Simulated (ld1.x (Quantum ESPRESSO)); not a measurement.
**Pseudopotential generation for Ca (Z = 20): RRKJ, LDA (PZ), scalar-relativistic.**

- Element: calcium
- Generator: ld1.x (Quantum ESPRESSO) 7.5
- Type: norm-conserving RRKJ (Kleinman–Bylander form)
- Functional: LDA (PZ)
- Relativity: scalar-relativistic
- Frozen core: [Ne]
- Valence charge: 10
- Reference configuration: 3s2 3p6 3d0 4s1.75 4p0 (charge +0.25)
- Partial waves: 3p (bound): rc 1.95 bohr; 3d (bound, empty): rc 2.85 bohr; 3s (bound): rc 1.30 bohr
- Local potential: the s channel
- Core correction: a·sin(br)/r model core inside 0.95 bohr
- rho0: 0.005

Occupied shells without a wave of their own: 4s. They enter only through the test configuration that unscreens the potential, and ld1.x also counts them in the model core charge.

All-electron outer shells of the reference configuration (LDA (PZ), scalar-relativistic, ld1.x):

| shell | level (eV) | outermost node (bohr) | outermost maximum (bohr) |
| --- | --- | --- | --- |
| 2s | -414.74 | 0.10 | 0.30 |
| 2p | -336.20 | – | 0.25 |
| 3s | -48.42 | 0.45 | 0.99 |
| 3p | -29.57 | 0.42 | 1.04 |
| 4s | -5.12 | 1.43 | 3.25 |
| 3d | -3.62 | – | 1.27 |
| 4p | -2.52 | 1.62 | 4.18 |

Results:

```
Cutoffs needed           : 80 Ry and 100 Ry (the cutoffs (Ry, on a coarse ladder) from which the occupation-weighted sum of valence levels, in a spherical-Bessel basis at the reference potential, stays within 10 and 1 mRy of its value at 400 Ry)
Ghost test               : no extra level below or beside the all-electron valence levels (p, d, s, f tested) (spherical-Bessel basis up to 400 Ry, 20 bohr box)
Largest excitation error : -850 meV (all-electron minus pseudo) for 3s2 3p6 3d0 4s0 4p0, out of 7 test configurations
```

ld1.x takes every shell without a wave as core, so the model core holds the 4s electrons as well and exchange and correlation see them twice. This cancels in the reference configuration, but the file is broken for other ones, and its errors say nothing about a proper core correction.

Generation and tests took about 2.8 s on one core of a shared server CPU.
